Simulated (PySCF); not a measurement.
# Excitation energy of Nb²⁺ by level of theory

Nb²⁺ [Kr] 4d3 (4F) → Nb²⁺ [Kr] 4d2 5s1, s spin flipped, as a difference of total energies. Computed with PySCF 2.14 in aug-cc-pwCVTZ-PP with ECP28MDF (8s8p7d4f3g, 122 functions), with scalar relativity through the core potential. Correlated levels: valence: 4s2 4p6 frozen; valence and next inner shell: nothing frozen outside the core potential. The calculations carry no spin-orbit coupling.

```json
{"method": "UHF", "excitation energy (eV)": "3.828"}
{"method": "LDA", "excitation energy (eV)": "3.525"}
{"method": "PBE", "excitation energy (eV)": "3.768"}
{"method": "PBE0", "excitation energy (eV)": "3.897"}
{"method": "r2SCAN", "excitation energy (eV)": "4.166"}
{"method": "PBEsol", "excitation energy (eV)": "3.795"}
{"method": "PW91", "excitation energy (eV)": "3.769"}
{"method": "LC-wPBE", "excitation energy (eV)": "4.019"}
{"method": "MP2 (valence)", "excitation energy (eV)": "3.721"}
{"method": "SCS-MP2 (valence)", "excitation energy (eV)": "3.406"}
{"method": "MP2 (valence and next inner shell)", "excitation energy (eV)": "3.660"}
{"method": "SCS-MP2 (valence and next inner shell)", "excitation energy (eV)": "3.507"}
```

How much does correlation contribute at MP2 (valence and next inner shell)?

3.660 − (3.828) = -0.168 eV, measured against UHF.

The upper determinant mixes two multiplicities, so it lies between the two terms.
